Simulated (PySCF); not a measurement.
C₂H₆Cl₂Si, charge +1, doublet, geometry from GFN2-xTB (a state made from the parent by changing its charge; the spin is typed, not shown lowest); CASSCF(7,5)/STO-3G (PySCF).

Input for PySCF:
```python
from pyscf import gto, scf, mcscf
import numpy

mol = gto.M(
    atom='''
C     1.280311   -1.621281   -0.178861
Si   -0.012473   -0.164490    0.029979
C    -1.498045   -1.250026    0.702167
Cl    0.602205    1.114961    1.429244
Cl   -0.470808    0.617803   -1.745046
H     0.907730   -2.354653   -0.886644
H     2.196069   -1.176334   -0.558105
H     1.470874   -2.093732    0.779305
H    -2.328626   -0.571726    0.876695
H    -1.780955   -1.995380   -0.034051
H    -1.217811   -1.734459    1.631898
''',
    basis='sto-3g',
    charge=1,
    spin=1,
    verbose=4,
)

mf = scf.ROHF(mol)
mf.kernel()
mc = mcscf.CASSCF(mf, 5, 7)
mc.fix_spin_(ss=0.75)
mc.kernel()
occ = numpy.linalg.eigvalsh(mc.fcisolver.make_rdm1(mc.ci, mc.ncas, mc.nelecas))[::-1]
ss = mc.fcisolver.spin_square(mc.ci, mc.ncas, mc.nelecas)[0]
print('natural occupations', occ.round(4), ' <S^2>', round(ss, 4))
```

The log (banner, timings and long lists left out):

```
PySCF version 2.14.0

[INPUT] verbose = 4
[INPUT] num. atoms = 11
[INPUT] num. electrons = 65
[INPUT] charge = 1
[INPUT] spin (= nelec alpha-beta = 2S) = 1
[INPUT] symmetry False subgroup None
[INPUT] Mole.unit = angstrom
[INPUT] Symbol           X                Y                Z      unit          X                Y                Z       unit  Magmom
[...]
nuclear repulsion = 363.600976839074
number of shells = 27
number of NR pGTOs = 129
number of NR cGTOs = 43
basis = sto-3g
ecp = {}

******** <class 'pyscf.scf.rohf.ROHF'> ********
method = ROHF
initial guess = minao
damping factor = 0
level_shift factor = 0
DIIS = <class 'pyscf.scf.diis.CDIIS'>
diis_start_cycle = 1
diis_space = 8
diis_damp = 0
SCF conv_tol = 1e-09
SCF conv_tol_grad = None
SCF max_cycles = 50
direct_scf = True
direct_scf_tol = 1e-13
num. doubly occ = 32  num. singly occ = 1
Set gradient conv threshold to 3.16228e-05
init E= -1272.88851248822
[...]
cycle= 1 E= -1272.76451301385  delta_E= 0.124  |g|= 0.441  |ddm|= 2.61
[...]
cycle= 2 E= -1272.8427722735  delta_E= -0.0783  |g|= 0.215  |ddm|= 1.03
[...]
cycle= 3 E= -1272.86807961858  delta_E= -0.0253  |g|= 0.0383  |ddm|= 0.358
[...]
cycle= 4 E= -1272.86947773314  delta_E= -0.0014  |g|= 0.0176  |ddm|= 0.0783
[...]
cycle= 5 E= -1272.8699415365  delta_E= -0.000464  |g|= 0.0102  |ddm|= 0.0514
[...]
cycle= 6 E= -1272.87015525521  delta_E= -0.000214  |g|= 0.00152  |ddm|= 0.0549
[...]
cycle= 7 E= -1272.87016084732  delta_E= -5.59e-06  |g|= 0.000269  |ddm|= 0.00945
[...]
cycle= 8 E= -1272.87016095408  delta_E= -1.07e-07  |g|= 4.98e-05  |ddm|= 0.000993
[...]
cycle= 9 E= -1272.87016095705  delta_E= -2.97e-09  |g|= 9.94e-06  |ddm|= 0.000126
[...]
cycle= 10 E= -1272.87016095722  delta_E= -1.66e-10  |g|= 1.86e-06  |ddm|= 3.86e-05
[...]
Extra cycle  E= -1272.87016095722  delta_E= -2.27e-12  |g|= 9.17e-07  |ddm|= 5.25e-06
converged SCF energy = -1272.87016095722

******** <class 'pyscf.mcscf.mc1step.CASSCF'> ********
CAS (4e+3e, 5o), ncore = 29, nvir = 9
max_cycle_macro = 50
max_cycle_micro = 4
conv_tol = 1e-07
conv_tol_grad = None
orbital rotation max_stepsize = 0.02
orbital rotation threshold for CI restart = 0.01
augmented hessian ah_max_cycle = 30
augmented hessian ah_conv_tol = 1e-12
augmented hessian ah_linear dependence = 1e-14
augmented hessian ah_level shift = 1e-08
augmented hessian ah_start_tol = 2.5
augmented hessian ah_start_cycle = 3
augmented hessian ah_grad_trust_region = 3
kf_trust_region = 3
kf_interval = 4
ci_response_space = 4
ci_grad_trust_region = 3
with_dep4 0
natorb = False
canonicalization = True
sorting_mo_energy = False
ao2mo_level = 2
internal_rotation = False
******** <class 'pyscf.fci.addons.SpinPenaltyFCISolver'> ********
max. cycles = 50
conv_tol = 1e-08
davidson only = True
linear dependence = 1e-12
level shift = 0.001
max iter space = 12
nroots = 1
pspace_size = 400
spin = None
CASCI E = -1272.87316376544  S^2 = 0.7500000
Set conv_tol_grad to 0.000316228
macro iter   1 ( 21 JK    4 micro), CASSCF E = -1272.87539947301  dE = -2.23570757e-03  S^2 = 0.7500000
               |grad[o]|=0.00737  |grad[c]|=0.0261  |ddm|=0.0172  |maxRot[o]|=0.213
macro iter   2 ( 21 JK    4 micro), CASSCF E = -1272.87931160477  dE = -3.91213177e-03  S^2 = 0.7500000
               |grad[o]|=0.00871  |grad[c]|=0.0109  |ddm|=0.00757  |maxRot[o]|=0.314
macro iter   3 ( 21 JK    4 micro), CASSCF E = -1272.88424078947  dE = -4.92918470e-03  S^2 = 0.7500000
               |grad[o]|=0.011  |grad[c]|=0.0108  |ddm|=0.0107  |maxRot[o]|=0.314
macro iter   4 ( 21 JK    4 micro), CASSCF E = -1272.88684023252  dE = -2.59944305e-03  S^2 = 0.7500000
               |grad[o]|=0.0105  |grad[c]|=0.00698  |ddm|=0.00508  |maxRot[o]|=0.173
macro iter   5 ( 12 JK    3 micro), CASSCF E = -1272.88787591533  dE = -1.03568281e-03  S^2 = 0.7500000
               |grad[o]|=0.00692  |grad[c]|=0.00948  |ddm|=0.00175  |maxRot[o]|=0.0801
macro iter   6 ( 12 JK    3 micro), CASSCF E = -1272.88809720338  dE = -2.21288044e-04  S^2 = 0.7500000
               |grad[o]|=0.00364  |grad[c]|=0.00514  |ddm|=0.00116  |maxRot[o]|=0.0551
macro iter   7 ( 21 JK    4 micro), CASSCF E = -1272.88815611216  dE = -5.89087851e-05  S^2 = 0.7500000
               |grad[o]|=0.0022  |grad[c]|=0.00858  |ddm|=0.0097  |maxRot[o]|=0.226
macro iter   8 ( 17 JK    4 micro), CASSCF E = -1272.88816846302  dE = -1.23508578e-05  S^2 = 0.7500000
               |grad[o]|=0.00473  |grad[c]|=0.00701  |ddm|=0.000236  |maxRot[o]|=0.0804
macro iter   9 ( 12 JK    3 micro), CASSCF E = -1272.88820621348  dE = -3.77504605e-05  S^2 = 0.7500000
               |grad[o]|=0.00476  |grad[c]|=0.0016  |ddm|=0.000357  |maxRot[o]|=0.0531
macro iter  10 ( 12 JK    3 micro), CASSCF E = -1272.88824132912  dE = -3.51156416e-05  S^2 = 0.7500000
               |grad[o]|=0.00366  |grad[c]|=0.0169  |ddm|=0.000558  |maxRot[o]|=0.0735
macro iter  11 (  7 JK    2 micro), CASSCF E = -1272.88830127199  dE = -5.99428645e-05  S^2 = 0.7500000
               |grad[o]|=0.00285  |grad[c]|=0.00229  |ddm|=0.00027  |maxRot[o]|=0.0699
macro iter  12 (  7 JK    2 micro), CASSCF E = -1272.88837530669  dE = -7.40347061e-05  S^2 = 0.7500000
               |grad[o]|=0.00286  |grad[c]|=0.00218  |ddm|=0.000275  |maxRot[o]|=0.0699
macro iter  13 (  7 JK    2 micro), CASSCF E = -1272.88846479069  dE = -8.94839948e-05  S^2 = 0.7500000
               |grad[o]|=0.003  |grad[c]|=0.00207  |ddm|=0.000266  |maxRot[o]|=0.0699
macro iter  14 (  7 JK    2 micro), CASSCF E = -1272.88857092721  dE = -1.06136519e-04  S^2 = 0.7500000
               |grad[o]|=0.00328  |grad[c]|=0.00199  |ddm|=0.000262  |maxRot[o]|=0.0699
macro iter  15 (  7 JK    2 micro), CASSCF E = -1272.88869425572  dE = -1.23328509e-04  S^2 = 0.7500000
               |grad[o]|=0.00367  |grad[c]|=0.00191  |ddm|=0.000282  |maxRot[o]|=0.0699
macro iter  16 ( 12 JK    3 micro), CASSCF E = -1272.88865767503  dE =  3.65806825e-05  S^2 = 0.7500000
               |grad[o]|=0.00412  |grad[c]|=0.0134  |ddm|=0.000826  |maxRot[o]|=0.0468
[...]
               |grad[o]|=0.00288  |grad[c]|=0.0255  |ddm|=0.000325  |maxRot[o]|=0.0396
macro iter  22 ( 21 JK    4 micro), CASSCF E = -1272.88884639832  dE = -9.61169649e-05  S^2 = 0.7500000
               |grad[o]|=0.00229  |grad[c]|=0.003  |ddm|=0.000879  |maxRot[o]|=0.0411
macro iter  23 ( 17 JK    4 micro), CASSCF E = -1272.88880885346  dE =  3.75448662e-05  S^2 = 0.7500000
               |grad[o]|=0.00267  |grad[c]|=0.044  |ddm|=0.000345  |maxRot[o]|=0.0627
macro iter  24 ( 23 JK    4 micro), CASSCF E = -1272.88890933206  dE = -1.00478601e-04  S^2 = 0.7500000
               |grad[o]|=0.00213  |grad[c]|=0.00216  |ddm|=0.000604  |maxRot[o]|=0.0402
macro iter  25 ( 17 JK    4 micro), CASSCF E = -1272.88899562514  dE = -8.62930829e-05  S^2 = 0.7500000
               |grad[o]|=0.00249  |grad[c]|=0.00743  |ddm|=0.00189  |maxRot[o]|=0.0523
macro iter  26 ( 17 JK    4 micro), CASSCF E = -1272.88894007495  dE =  5.55501908e-05  S^2 = 0.7500000
               |grad[o]|=0.00286  |grad[c]|=0.0125  |ddm|=0.000433  |maxRot[o]|=0.0585
macro iter  27 ( 22 JK    4 micro), CASSCF E = -1272.88901581627  dE = -7.57413179e-05  S^2 = 0.7500000
               |grad[o]|=0.00243  |grad[c]|=0.00518  |ddm|=0.000614  |maxRot[o]|=0.039
macro iter  28 ( 12 JK    3 micro), CASSCF E = -1272.88907899011  dE = -6.31738440e-05  S^2 = 0.7500000
               |grad[o]|=0.00254  |grad[c]|=0.00354  |ddm|=0.000809  |maxRot[o]|=0.0327
macro iter  29 ( 12 JK    3 micro), CASSCF E = -1272.88911088814  dE = -3.18980342e-05  S^2 = 0.7500000
               |grad[o]|=0.00261  |grad[c]|=0.00616  |ddm|=0.000612  |maxRot[o]|=0.0438
macro iter  30 ( 12 JK    3 micro), CASSCF E = -1272.88912204165  dE = -1.11535014e-05  S^2 = 0.7500000
               |grad[o]|=0.00246  |grad[c]|=0.00899  |ddm|=0.000364  |maxRot[o]|=0.0542
macro iter  31 (  7 JK    2 micro), CASSCF E = -1272.88926517135  dE = -1.43129702e-04  S^2 = 0.7500000
               |grad[o]|=0.00222  |grad[c]|=0.000595  |ddm|=0.000634  |maxRot[o]|=0.0628
macro iter  32 ( 12 JK    3 micro), CASSCF E = -1272.88925463105  dE =  1.05402942e-05  S^2 = 0.7500000
               |grad[o]|=0.00263  |grad[c]|=0.0103  |ddm|=0.000189  |maxRot[o]|=0.0658
macro iter  33 ( 12 JK    3 micro), CASSCF E = -1272.88931689592  dE = -6.22648674e-05  S^2 = 0.7500000
               |grad[o]|=0.00387  |grad[c]|=0.00105  |ddm|=0.000393  |maxRot[o]|=0.0267
macro iter  34 ( 12 JK    3 micro), CASSCF E = -1272.88939509198  dE = -7.81960603e-05  S^2 = 0.7500000
               |grad[o]|=0.00357  |grad[c]|=0.00231  |ddm|=0.000656  |maxRot[o]|=0.0374
macro iter  35 ( 12 JK    3 micro), CASSCF E = -1272.88947239573  dE = -7.73037507e-05  S^2 = 0.7500000
               |grad[o]|=0.00308  |grad[c]|=0.0019  |ddm|=0.000843  |maxRot[o]|=0.0495
macro iter  36 (  7 JK    2 micro), CASSCF E = -1272.88959378516  dE = -1.21389425e-04  S^2 = 0.7500000
               |grad[o]|=0.00257  |grad[c]|=0.00125  |ddm|=0.000898  |maxRot[o]|=0.0598
macro iter  37 (  7 JK    2 micro), CASSCF E = -1272.88968886207  dE = -9.50769113e-05  S^2 = 0.7500000
               |grad[o]|=0.00239  |grad[c]|=0.00171  |ddm|=0.00109  |maxRot[o]|=0.0646
macro iter  38 (  7 JK    2 micro), CASSCF E = -1272.88973580042  dE = -4.69383499e-05  S^2 = 0.7500000
               |grad[o]|=0.00172  |grad[c]|=0.00221  |ddm|=0.000992  |maxRot[o]|=0.0639
macro iter  39 ( 12 JK    3 micro), CASSCF E = -1272.88973633431  dE = -5.33893399e-07  S^2 = 0.7500000
               |grad[o]|=0.000965  |grad[c]|=0.00503  |ddm|=3.36e-05  |maxRot[o]|=0.0485
macro iter  40 (  7 JK    2 micro), CASSCF E = -1272.88973789558  dE = -1.56126885e-06  S^2 = 0.7500000
               |grad[o]|=0.00101  |grad[c]|=0.00189  |ddm|=3.83e-05  |maxRot[o]|=0.0641
macro iter  41 (  7 JK    2 micro), CASSCF E = -1272.88973954063  dE = -1.64504945e-06  S^2 = 0.7500000
               |grad[o]|=0.000987  |grad[c]|=0.00427  |ddm|=4.86e-05  |maxRot[o]|=0.0695
macro iter  42 (  7 JK    2 micro), CASSCF E = -1272.88974194062  dE = -2.39998735e-06  S^2 = 0.7500000
               |grad[o]|=0.000997  |grad[c]|=0.0137  |ddm|=6.59e-05  |maxRot[o]|=0.0697
macro iter  43 (  7 JK    2 micro), CASSCF E = -1272.88974545367  dE = -3.51305380e-06  S^2 = 0.7500000
               |grad[o]|=0.001  |grad[c]|=0.0251  |ddm|=7.64e-05  |maxRot[o]|=0.0698
macro iter  44 (  7 JK    2 micro), CASSCF E = -1272.88975062802  dE = -5.17435365e-06  S^2 = 0.7500000
               |grad[o]|=0.001  |grad[c]|=0.0341  |ddm|=8.18e-05  |maxRot[o]|=0.0698
macro iter  45 (  7 JK    2 micro), CASSCF E = -1272.88975829540  dE = -7.66737162e-06  S^2 = 0.7500000
               |grad[o]|=0.00101  |grad[c]|=0.0398  |ddm|=8.51e-05  |maxRot[o]|=0.0699
macro iter  46 (  7 JK    2 micro), CASSCF E = -1272.88976962482  dE = -1.13294207e-05  S^2 = 0.7500000
               |grad[o]|=0.001  |grad[c]|=0.041  |ddm|=8.76e-05  |maxRot[o]|=0.0699
macro iter  47 (  7 JK    2 micro), CASSCF E = -1272.88978651740  dE = -1.68925810e-05  S^2 = 0.7500000
               |grad[o]|=0.000969  |grad[c]|=0.0391  |ddm|=8.91e-05  |maxRot[o]|=0.0699
macro iter  48 (  7 JK    2 micro), CASSCF E = -1272.88981207948  dE = -2.55620789e-05  S^2 = 0.7500000
               |grad[o]|=0.000923  |grad[c]|=0.0344  |ddm|=9.56e-05  |maxRot[o]|=0.0699
macro iter  49 (  7 JK    2 micro), CASSCF E = -1272.88985111359  dE = -3.90341168e-05  S^2 = 0.7500000
               |grad[o]|=0.000848  |grad[c]|=0.0276  |ddm|=0.000118  |maxRot[o]|=0.0699
macro iter  50 (  7 JK    2 micro), CASSCF E = -1272.88991323236  dE = -6.21187655e-05  S^2 = 0.7500000
               |grad[o]|=0.000745  |grad[c]|=0.0202  |ddm|=0.00017  |maxRot[o]|=0.0699
1-step CASSCF not converged,  50 macro (610 JK 144 micro) steps
CASSCF canonicalization
Density matrix diagonal elements [1.9985962  1.9999676  1.97112777 1.0007836  0.02952484]
CASSCF energy = -1272.88991323236
CASCI E = -1272.88991323236  E(CI) = -21.1537391048942  S^2 = 0.7500000
natural occupations [2.     1.9986 1.9712 1.0007 0.0295]  <S^2> 0.75
```

The run did not converge; its last values are not results.
